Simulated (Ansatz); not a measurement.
Cartesian coordinates in Å:
```
C 1.103 -0.997 0.472
B 0.026 0.103 0.030
C 0.477 1.110 -1.123
C -0.895 0.696 1.190
O -1.198 -0.911 -0.874
H 1.904 -0.502 1.033
H 1.596 -1.501 -0.369
H 0.703 -1.769 1.141
H -0.346 1.721 -1.506
H 0.959 0.619 -1.977
H 1.222 1.803 -0.717
H -1.312 -0.066 1.861
H -1.723 1.304 0.814
H -0.288 1.351 1.825
H -1.519 -1.570 -0.248
H -0.709 -1.392 -1.552
```

Charge 0, multiplicity 1.

(1) List the r2SCAN/def2-TZVPP orbital energies in eV (the Gaussian-basis code of Ansatz). (An estimate is asked.)

Answers

(1) Computed: Occupied: -517.82, -271.67, -271.51, -271.49, -179.29, -28.64, -18.09, -16.92, -16.88, -15.38, -12.71, -10.76, -10.23, -9.83, -9.65, -8.89, -8.87, -8.59, -8.46, -6.75, -6.66. Lowest empty: -0.25, 1.52, 1.56, 2.31, 2.69, 2.99, 3.33, 3.70.
